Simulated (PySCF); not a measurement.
# Levels of Te⁴⁷⁺ from EOM-EA-GCCSD

Reference: closed-shell Te⁴⁸⁺, [He] 2s2; one electron is added. Calculated with PySCF 2.14, two-component X2C-1e with screened spin-orbit coupling, an uncontracted even-tempered set (17 s from 6.6 bohr⁻², ratio 2.6; 13 p from 8.5 bohr⁻², ratio 2.6; 7 d from 8.7 bohr⁻², ratio 2.8; 4 f from 170 bohr⁻², ratio 2.8); frozen nothing; the 36 highest virtual spinors dropped; of the others 50 kept and the rest restored at second order. No Breit or QED terms. Binding energies in eV.

```json
{"level": "2p1/2", "Koopmans": "8505.0", "second order": "8504.4", "EOM-CCSD": "8501.2"}
{"level": "2p3/2", "Koopmans": "8195.8", "second order": "8196.4", "EOM-CCSD": "8196.0"}
```

For comparison, the ionisation energy of Te⁴⁷⁺ is 8499 ± 4 eV (theoretical estimate listed by NIST; NIST Atomic Spectra Database, ionization energies).

Only part of the computed levels is shown.
